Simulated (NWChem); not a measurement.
The numbers come from NWChem runs, not from measurements. System: B$_{2}$O$_{2}$, charge 0, spin multiplicity 1, displaced from the optimised geometry.

The NWChem input:

```
start mol
memory heap 200 mb stack 900 mb global 1100 mb
geometry units angstroms nocenter noautoz noautosym
  O      0.000000     0.000000    -3.824257
  B      0.000000     0.000000    -0.826223
  B      0.000000     0.000000     0.826223
  O      0.000000     0.000000     2.025437
end
basis spherical
  * library cc-pvdz
end
dft
  xc xpbe96 cpbe96
  semidirect memsize 60000000 filesize 0
  iterations 100
end
task dft energy
```

The output up to the point where the run's verdict is printed (cleaned and shortened):

```
             Northwest Computational Chemistry Package (NWChem) 7.3.0
             --------------------------------------------------------

                                NWChem Input Module
                                -------------------

 Scaling coordinates for geometry "geometry" by  1.889725989
 (inverse scale =  0.529177249)

                             Geometry "geometry" -> ""
                             -------------------------

 Output coordinates in angstroms (scale by  1.889725989 to convert to a.u.)

  No.       Tag          Charge          X              Y              Z
 ---- ---------------- ---------- -------------- -------------- --------------
    1 O                    8.0000     0.00000000     0.00000000    -3.82425700
    2 B                    5.0000     0.00000000     0.00000000    -0.82622300
    3 B                    5.0000     0.00000000     0.00000000     0.82622300
    4 O                    8.0000     0.00000000     0.00000000     2.02543700

 Effective nuclear repulsion energy (a.u.)      50.4810059053

            Nuclear Dipole moment (a.u.)
            ----------------------------
        X                 Y               Z
 ---------------- ---------------- ----------------
     0.0000000000     0.0000000000   -27.1942152222


 Summary of "ao basis" -> "" (spherical)
 ------------------------------------------------------------------------------
       Tag                 Description            Shells   Functions and Types
 ---------------- ------------------------------  ------  ---------------------
 *                          cc-pvdz                   on all atoms

  pbe96 is a nonlocal functional; adding pw91lda local functional.

                                 NWChem DFT Module
                                 -----------------

 Summary of "ao basis" -> "ao basis" (spherical)
 ------------------------------------------------------------------------------
       Tag                 Description            Shells   Functions and Types
 ---------------- ------------------------------  ------  ---------------------
 O                          cc-pvdz                  6       14   3s2p1d
[...]
 d= 0,ls=0.5,diis    52   -199.5794763798 -4.01D-04  9.63D-05  6.42D-02     4.8
 d= 0,ls=0.5,diis    53   -199.5800858918 -6.10D-04  5.86D-05  5.98D-02     4.8
 d= 0,ls=0.5,diis    54   -199.5803255568 -2.40D-04  9.43D-05  5.81D-02     4.9
 d= 0,ls=0.5,diis    55   -199.5796749350  6.51D-04  6.11D-05  6.35D-02     5.0
 d= 0,ls=0.5,diis    56   -199.5793403747  3.35D-04  1.29D-04  6.61D-02     5.0
 d= 0,ls=0.5,diis    57   -199.5788179474  5.22D-04  6.56D-05  7.05D-02     5.1
 d= 0,ls=0.5,diis    58   -199.5785159184  3.02D-04  1.21D-04  7.25D-02     5.2
 d= 0,ls=0.5,diis    59   -199.5792794489 -7.64D-04  2.93D-04  6.63D-02     5.3
 d= 0,ls=0.5,diis    60   -199.5776065421  1.67D-03  6.58D-05  7.96D-02     5.4
 d= 0,ls=0.5,diis    61   -199.5776898092 -8.33D-05  3.36D-04  7.83D-02     5.5
 d= 0,ls=0.5,diis    62   -199.5803435294 -2.65D-03  1.27D-04  5.77D-02     5.5
 d= 0,ls=0.5,diis    63   -199.5805626505 -2.19D-04  2.06D-04  5.67D-02     5.6
 d= 0,ls=0.5,diis    64   -199.5819207009 -1.36D-03  1.74D-04  4.60D-02     5.7
 d= 0,ls=0.5,diis    65   -199.5829340412 -1.01D-03  7.84D-05  3.87D-02     5.8
 d= 0,ls=0.5,diis    66   -199.5831449037 -2.11D-04  5.10D-05  3.76D-02     5.9
 d= 0,ls=0.5,diis    67   -199.5832198136 -7.49D-05  4.44D-05  3.72D-02     5.9
 d= 0,ls=0.5,diis    68   -199.5832851912 -6.54D-05  9.90D-05  3.69D-02     6.0
 d= 0,ls=0.5,diis    69   -199.5827748025  5.10D-04  2.16D-04  4.11D-02     6.1
 d= 0,ls=0.5,diis    70   -199.5815533327  1.22D-03  1.68D-04  5.09D-02     6.2
 d= 0,ls=0.5,diis    71   -199.5803707580  1.18D-03  1.78D-04  5.97D-02     6.2
 d= 0,ls=0.5,diis    72   -199.5789943141  1.38D-03  2.14D-04  6.99D-02     6.3
 d= 0,ls=0.5,diis    73   -199.5771956505  1.80D-03  1.27D-04  8.31D-02     6.4
 d= 0,ls=0.5,diis    74   -199.5762510264  9.45D-04  9.26D-05  8.91D-02     6.4
 d= 0,ls=0.5,diis    75   -199.5755001361  7.51D-04  8.65D-05  9.43D-02     6.5
 d= 0,ls=0.5,diis    76   -199.5746846494  8.15D-04  7.67D-05  1.00D-01     6.6
 d= 0,ls=0.5,diis    77   -199.5740273270  6.57D-04  7.88D-05  1.05D-01     6.7
 d= 0,ls=0.5,diis    78   -199.5731562815  8.71D-04  5.80D-05  1.11D-01     6.7
 d= 0,ls=0.5,diis    79   -199.5727669360  3.89D-04  4.07D-05  1.14D-01     6.8
 d= 0,ls=0.5,diis    80   -199.5723164322  4.51D-04  3.84D-05  1.17D-01     6.9
 d= 0,ls=0.5,diis    81   -199.5720059807  3.10D-04  9.26D-05  1.19D-01     7.0
 d= 0,ls=0.5,diis    82   -199.5710864380  9.20D-04  2.33D-04  1.26D-01     7.1
 d= 0,ls=0.5,diis    83   -199.5683069756  2.78D-03  2.14D-04  1.46D-01     7.2
 d= 0,ls=0.5,diis    84   -199.5680175220  2.89D-04  1.76D-04  1.49D-01     7.2
 d= 0,ls=0.5,diis    85   -199.5661957066  1.82D-03  2.56D-04  1.62D-01     7.3
 d= 0,ls=0.5,diis    86   -199.5678171529 -1.62D-03  1.94D-04  1.49D-01     7.4
 d= 0,ls=0.5,diis    87   -199.5689673643 -1.15D-03  1.31D-04  1.41D-01     7.5
 d= 0,ls=0.5,diis    88   -199.5698901474 -9.23D-04  1.09D-04  1.34D-01     7.6
 d= 0,ls=0.5,diis    89   -199.5709126975 -1.02D-03  1.23D-04  1.27D-01     7.6
 d= 0,ls=0.5,diis    90   -199.5713079655 -3.95D-04  1.11D-04  1.26D-01     7.7
 d= 0,ls=0.5,diis    91   -199.5711231672  1.85D-04  1.33D-04  1.26D-01     7.8
 d= 0,ls=0.5,diis    92   -199.5701919931  9.31D-04  3.77D-04  1.34D-01     7.9
 d= 0,ls=0.5,diis    93   -199.5673902285  2.80D-03  4.89D-04  1.56D-01     7.9
 d= 0,ls=0.5,diis    94   -199.5621701888  5.22D-03  4.30D-04  1.94D-01     8.0
 d= 0,ls=0.5,diis    95   -199.5573998947  4.77D-03  2.05D-04  2.27D-01     8.1
 d= 0,ls=0.5,diis    96   -199.5562770105  1.12D-03  1.80D-04  2.32D-01     8.1
 d= 0,ls=0.5,diis    97   -199.5557449668  5.32D-04  8.38D-04  2.33D-01     8.2
 d= 0,ls=0.5,diis    98   -199.5511990101  4.55D-03  3.20D-04  2.66D-01     8.3
 d= 0,ls=0.5,diis    99   -199.5538306602 -2.63D-03  2.91D-04  2.43D-01     8.4
 d= 0,ls=0.5,diis   100   -199.5557878702 -1.96D-03  2.07D-04  2.28D-01     8.5
```

Convergence was not reached. The next line reads: Calculation failed to converge. NWChem stopped with the message: dft energy failed.
